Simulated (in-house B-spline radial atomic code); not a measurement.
## Removing one electron from Sr¹⁰⁺

Closed shell [Ar] 3d10. Computed with an all-electron radial atomic-structure program (B-spline basis): Koopmans values of Dirac-Hartree-Fock plus a diagonal self-energy, in second order or with its direct term screened (direct RPA, with the hole-particle interaction, or full time-dependent Hartree-Fock), linearised in energy; no-pair Dirac-Coulomb Hamiltonian, finite nucleus. Shifts add to the Koopmans value (the ΔSCF shift is orbital relaxation alone); the final value takes TDHF screening with Breit and QED.

Command:
```bash
python run_mb.py task.json out
```
Settings (nuclear radius in fm, box in bohr, cutoff in hartree):
```
basis_form          2
Z                   38
core_configuration  [Ar] 3d10
rms_radius          4.224
mass_number         88
speed_of_light      137.036
box_radius          7.237
lmax                7
intervals           61
virtual_cutoff      5776.0
```

Run time, properties included: 24 s on 1 thread of Arm Neoverse V1 (shared host).

Energies in eV:

```csv
subshell,Koopmans,ΔSCF shift,second order,direct RPA,hole-particle,TDHF,Breit + QED,final
3d5/2,326.15,-3.848,?,?,?,?,?,?
3d3/2,328.12,-3.928,-3.254,-1.321,-1.814,-1.899,-0.096,326.12
```

Question: What does the self-energy do to 3d5/2?

Answer: It shifts the removal energy by -3.156 eV in second order, -1.271 with direct RPA, -1.755 with the hole-particle term and -1.837 with TDHF screening (quasi-particle weight 0.984); Breit and QED add -0.020 eV. The final value is 324.29 eV, against 324.07 ± 0.15 eV (NIST, measured).
